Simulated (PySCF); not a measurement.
**MOF₂ across group 4**

Level: PBE0, basis family def2-TZVP, scalar-relativistic core potentials from Rb on and no relativity for lighter atoms.

Each entry is the lowest minimum that a search over a few typed start shapes (and spin states, where more than one is plausible) found, or that minimum re-optimised at the stated level; isomers with ligand–ligand bonds, or fragments after loss of a ligand pair, can lie lower. Open shells are unrestricted; no spin–orbit coupling; PySCF with density fitting.

```
molecule  2S+1  point group  mean bond to the central atom (Å)  dipole (D)  polar-tensor charge of the central atom  highest ω (cm⁻¹)  lowest ω (cm⁻¹)
   TiOF₂     1           Cs                              1.723        1.28                                     2.41              1111               37
   ZrOF₂     1           Cs                              1.868        4.36                                     2.54               984              107
   HfOF₂     1           Cs                              1.870        5.20                                     2.44               945              107
```

Spin–orbit coupling can matter for HfOF₂.

The shape of TiOF₂ rests on a mode under 45 cm⁻¹ and is not firmly settled.

Left out of the table are members whose search was unfinished or whose lowest solution was spin-contaminated, unstable, very soft or bonded differently.
